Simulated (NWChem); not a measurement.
System: CH4N anion

```xyz
6

C     -0.0142    -0.6026     0.0000
N     -0.1026     0.8135     0.0000
H      0.4950    -1.1129    -0.8904
H     -1.0355    -1.0507     0.0000
H      0.4950    -1.1129     0.8904
H      0.8489     1.1975     0.0000
```
Atoms are numbered in this order, from 1.

Program: NWChem. Pople sets run with spherical d functions. Sets without diffuse functions describe the anion's extra electron poorly. Structure relaxed at the B3LYP/def2-SVPD level. The highest occupied level is positive in some or all of these runs, so the extra electron may be held by the finite basis. B3LYP is NWChem's, with the RPA form of VWN correlation. Total energies compare along this basis series because the functional is fixed.

```csv
level,basis functions,energy (Ha),highest occupied level (eV),orbital gap (eV)
B3LYP/STO-3G,14,-93.8009,8.86,10.14
B3LYP/3-21G,26,-94.6164,4.16,5.67
B3LYP/6-31G*,36,-95.1640,3.49,5.39
B3LYP/6-31+G*,44,-95.2049,1.98,2.64
B3LYP/6-311G**,60,-95.2080,3.01,3.71
B3LYP/6-311++G**,72,-95.2380,1.84,1.53
```
